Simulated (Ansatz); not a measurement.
Species: SiBr3, net charge -1, singlet state. It need not be the lowest isomer of its formula. Whether it binds its extra electron was not tested at this geometry. 
Geometry from a B3LYP-D3(BJ)/def2-TZVP (Ansatz, a first-principles code) optimisation:
```xyz
4

Si     0.0169    -0.0350     1.0232
Br     2.0940    -0.2796    -0.1808
Br    -0.8031     1.9615    -0.0562
Br    -1.2977    -1.6679    -0.1722
```
Charge -1, spin multiplicity 1.

Total electronic energies in hartree. Valence correlation only, unless marked. Spin-orbit coupling is left out. The frozen core is the preceding noble-gas configuration, with the filled d and f shells of earlier blocks. Non-relativistic. Basis-set limits of correlation are two-point, X^-3; Hartree-Fock from the larger set. [CCSD(T)-MP2]/basis is that difference in the basis named.

| level | program | energy (Eh) |
|---|---|---|
| RI-HF/def2-QZVPP | Ansatz | -8006.54030 |
| PBE-D4/def2-TZVPD | Ansatz + dftd4 | -8010.89198 |
| BLYP-D3(BJ)/def2-TZVPD | Ansatz + dftd3 | -8012.28005 |
| PBE0/def2-TZVP | Ansatz | -8011.16957 |
| PBE0/def2-TZVPD | Ansatz | -8011.17360 |
| r2SCANh-D4/def2-TZVPD | Ansatz + dftd4 | -8012.11455 |
| HSE06/def2-TZVPD | Ansatz | -8011.18113 |
| B2GP-PLYP-D4/def2-TZVPD | Ansatz + dftd4 | -8010.33501 |
| MP2/6-31G | Ansatz | -8005.38556 |
| RI-MP2/def2-QZVPPD | Ansatz | -8007.20740 |
| SCS-MP2/def2-SVP | Ansatz | -8005.75852 |
| CCSD(T)/def2-SVP | Ansatz | -8005.82453 |
| CCSD(T)/def2-TZVPP | Ansatz | -8007.05734 |
| RI-MP2/CBS(def2-TZVPPD,def2-QZVPPD)+[CCSD(T)-MP2]/def2-TZVPPD | Ansatz | -8007.3295 |
| CCSD(T)/CBS(def2-TZVPPD,def2-QZVPPD) | Ansatz | -8007.3315 |

Totals of different functionals don't rank their quality; only differences between species are comparable.
